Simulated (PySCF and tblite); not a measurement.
The numbers below are computed, except where a source is named.
C5H8F4, numbered as in [CH3:1][C@@H:2]([F:3])[C:4]([F:5])([F:6])[C@H:7]([CH3:8])[F:9].

Geometries GFN2-xTB; weights from BLYP-D3(BJ)/pcseg-1 (IEF-PCM, cyclohexane) energies and GFN2-xTB thermal corrections, with symmetry numbers and mirror pairs. Conformers within 2.5 kcal/mol (GFN2-xTB free energy) were kept, 7 at most. GIAO shieldings: wB97X-D/pcSseg-1 (IEF-PCM, cyclohexane). Shifts are against TMS (¹H), TMS (¹³C) at the same level. (PySCF 2.14, tblite 0.8.)

Torsions listed: F3–C2–C4–F5, F5–C4–C7–F9. Of a mirror pair one member is shown.

| conformer | shape | symmetry | E(GFN2) kcal/mol | E(DFT) kcal/mol |
| --- | --- | --- | --- | --- |
| 1 | 169°, -69° | C1 (pair) | 0.00 | 0.00 |
| 2 | 87°, 56° | C1 (pair) | 1.68 | 1.05 |
| 3 | 73°, -73° | Cs | 2.71 | 2.67 |

Task: How much do the weights at 298.15 K and the averaged shift of H2/H7 depend on how the conformers are weighted?

Result: 
| weighting | 1 (%) | 2 (%) | 3 (%) | δ (ppm) | rms dipole (D) |
| --- | --- | --- | --- | --- | --- |
| DFT energy with thermal terms, symmetry and mirror images (full scheme) | 84 | 15 | 2 | 5.30 | 1.10 |
| DFT energy with symmetry and mirror images | 85 | 15 | 0 | 5.30 | 1.07 |
| bare DFT energy | 85 | 14 | 1 | 5.30 | 1.08 |
| GFN2-xTB energy with symmetry and mirror images | 94 | 6 | 0 | 5.33 | 0.71 |
| GFN2-xTB free energy | 93 | 6 | 2 | 5.32 | 0.76 |
| leading conformer alone | 100 | 0 | 0 | 5.34 | 0.29 |
| equal weights | 33 | 33 | 33 | 5.15 | 2.05 |
| full scheme, search stopped after three starts | 98 | 0 | 2 | 5.34 | 0.43 |

The largest departure from the full scheme, 0.14 ppm, comes with: equal weights.


Conformer gaps in pcseg-1 on xTB geometries can be 2 kcal/mol off for S=O, P=O and other polar bonds.